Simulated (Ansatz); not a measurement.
Basis-set series for `COC(F)(F)CF`. Charge 0, multiplicity 1. The geometry is a stationary point of PBE0-D4/def2-TZVP. It is one conformer, not always the lowest.

```xyz
12

C     1.885   -0.064   -0.235
O     0.537   -0.505   -0.368
C    -0.398    0.272    0.211
F    -0.179    0.406    1.544
F    -0.367    1.538   -0.282
C    -1.753   -0.359   -0.041
F    -2.734    0.397    0.535
H     2.178   -0.024    0.815
H     2.490   -0.802   -0.757
H     2.020    0.915   -0.697
H    -1.759   -1.360    0.395
H    -1.919   -0.414   -1.119
```

```
functional       basis  functions  energy (Eh)  HOMO (eV)  LUMO (eV)
   PBE0-D4    def2-SVP        123   -491.20733      -9.05       2.06
   PBE0-D4  def2-TZVPP        287   -491.79168      -9.15       1.37
   ωB97M-V    def2-SVP        123   -491.54511     -11.47       3.76
   ωB97M-V  def2-TZVPP        287   -492.14494     -11.59       2.87
```

(1) Give the rows for def2-QZVPP. (An estimate is asked.)

Answers

(1) Computed: 
```
functional       basis  functions  energy (Eh)  HOMO (eV)  LUMO (eV)
   PBE0-D4  def2-QZVPP        549   -491.81727      -9.19       0.78
   ωB97M-V  def2-QZVPP        549   -492.16937     -11.63       1.89
```

Positive LUMOs are unbound and depend on the basis.
